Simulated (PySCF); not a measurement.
How methods differ on the interval between two levels of O³⁺

O³⁺ [He] 2s2 2p1 [2P3/2, M_J = 3/2] → O³⁺ [He] 2s1 2p2 [4P5/2, M_J = 5/2], as a difference of total energies. Computed with PySCF 2.14 in x2c-SVPall-2c with one added diffuse shell of s type (4s2p1d, 15 functions), with the two-component X2C-1e Hamiltonian. Correlated levels: 1s2 frozen. "Screened" scales the spin-orbit matrix elements by Boettger's factors to mimic the two-electron term; Breit and QED terms are absent.

```csv
method,interval between two levels (cm⁻¹)
GHF (spin-free),47823
GMP2 (spin-free),57703
GHF (screened spin-orbit),47823
GMP2 (screened spin-orbit),57704
```

The labels give the starting determinants; with spin-orbit coupling the two ends relaxed to ⟨J²⟩ = 3.75, ⟨L²⟩ = 2.00, ⟨S²⟩ = 0.75 and ⟨J²⟩ = 8.75, ⟨L²⟩ = 2.00, ⟨S²⟩ = 3.75.
